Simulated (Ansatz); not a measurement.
```yaml
crystal:
  periodic: [false, false, false]
  atoms:
    - {symbol: P, position_ang: [-2.626466, 1.275023, -0.284554]}
    - {symbol: N, position_ang: [-0.136221, 0.224827, 1.443135]}
    - {symbol: Zn, position_ang: [2.727254, -1.343742, 0.322876]}
    - {symbol: H, position_ang: [-3.122932, -0.827908, -1.901436]}
    - {symbol: H, position_ang: [-1.407490, 2.621374, -2.280864]}
    - {symbol: H, position_ang: [-0.401722, 0.567085, 3.296144]}
    - {symbol: H, position_ang: [5.083419, -2.645349, -0.681850]}
basis:
  gaussian: {orbitals: cc-pVDZ}
hamiltonian: {xc: {name: wPBEh}}
```

```sh
$ ansatz run in.yaml --threads 2 --pin off --events-out ev --progress --plain --max-ram 4352MiB
```

Output, abridged:

```
Functional definition: wPBEh
986 factors; integrals over basis functions are off by at most 1.6e-3 eV
71 factors; integrals over basis functions are off by at most 1.5e-5 eV
mean field evaluation 1: about -59205.8110 eV, gradient 8.8e1 eV
mean field evaluation 2: about -58940.2874 eV, gradient 1.2e2 eV
mean field evaluation 4: about -59060.5466 eV, gradient 1.6e2 eV
mean field evaluation 8: about -59227.1206 eV, gradient 3.8e1 eV
mean field evaluation 16: about -59231.8719 eV, gradient 6.2e-2 eV
mean field -59231.87219611 eV, -2176.7311544022 hartree, gradient 8.5e-6 eV, S^2 0.000000; 7 other end points of the search recorded, 0 dependent functions left out
reference -59231.87225938 eV, -2176.7311567272 hartree; 28, 28 occupied and 67, 67 virtual orbitals, 986 factors
Total energy: -59231.87225938 eV, -2176.7311567272 hartree
```

In this input the coordinates are in bohr but typed as ångström. The calculation finished and met its thresholds. The result belongs to that input, not to the molecule as meant.
